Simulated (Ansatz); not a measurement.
Coupled-cluster diagnostics for the cluster Ti3F2 (the lowest singlet isomer of a short search), Ansatz.

Geometry of the singlet (PBE0-D4/def2-SVP):

```
atom   x (Å)   y (Å)   z (Å)
 Ti1  -1.172  -0.775   0.516
 Ti2   0.893   1.184   0.075
 Ti3  -0.569   0.868   1.230
  F4  -1.240  -2.224  -0.560
  F5   2.088   0.948  -1.261
```

Correlated methods freeze 17 core orbitals; core or outer-core shells of Ti are correlated, in sets that lack core-valence functions. At PBE0-D4/def2-TZVP a triplet of charge 0 lies 0.93 eV below the restricted singlet, each at its own geometry. The structure comes from a short search, and lower isomers may exist.

Task: Estimate the CCSD(T) correlation energy, the shares of MP2 and (T), T1 and the reference's ⟨S²⟩ for: charge 0, singlet, own geometry in def2-TZVP; and the rough time on 4 threads of Arm Neoverse V1 on a shared host.

Result: 
```tsv
state	basis	correlation (eV)	MP2 share (%)	(T) share (%)	T1	⟨S²⟩ (pure)	wall time	remarks
charge 0, singlet, own geometry	def2-TZVP	-48.864	100.7	6.8	0.050	0.00 (0.00)	6.3 min	restricted SCF unstable
```
Customary marks for T1 are 0.02 (closed shells), 0.045 (open shells) and about 0.05 (3d metals). T1 exceeds 0.02 in 1 of 1 rows and 0.045 in 1; the higher it lies, the less the single-reference result can be trusted.
